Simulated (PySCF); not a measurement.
Exercise with solution: chemical shift, span and skew from a shielding tensor

C4H9NSi, SMILES C#C[Si@H](C)NC. Atoms are numbered in the order given.

```xyz
15

C     -0.9861     1.4387     2.0980
C     -0.7382     0.8836     1.0427
Si    -0.3710     0.0506    -0.5639
C     -1.6081    -1.3161    -0.9072
N      1.2085    -0.6493    -0.4501
C      2.4080     0.0484    -0.0259
H     -1.2060     1.9256     3.0305
H     -0.5093     1.1143    -1.6099
H     -1.5777    -2.0777    -0.1127
H     -1.3957    -1.8070    -1.8714
H     -2.6289    -0.9059    -0.9570
H      1.3878    -1.4755    -1.0126
H      2.9542     0.5487    -0.8508
H      2.1427     0.8245     0.7095
H      3.1140    -0.6371     0.4742
```

Geometry optimised at B3LYP-D3(BJ)/def2-SVP. The structure was generated by enumeration; whether it is a known compound was not checked. Other conformers were not sampled.

GIAO shieldings from PBE0/pcSseg-1 in PySCF, non-relativistic, no solvent. The symmetric part of the tensor of C4 has the principal values 178.6, 188.7, 191.2 ppm. The same nucleus in TMS has σ = 186.3 ppm at this level (PySCF, at its B3LYP-D3(BJ)/def2-TZVP geometry).

**Question.** Work out the isotropic shielding, the ¹³C shift against TMS, the span and the skew.

**Answer.** 
σ(iso) = (σ11 + σ22 + σ33)/3 = 186.2 ppm. δ = σ(ref) − σ(iso) = 186.3 − (186.2) = 0.1 ppm.
Span Ω = σ33 − σ11 = 12.6 ppm. Skew κ = 3(σ(iso) − σ22)/Ω = -0.60. Tumbling in solution averages the tensor to δ; in a static solid the shielding alone would spread this spin-1/2 line over Ω.
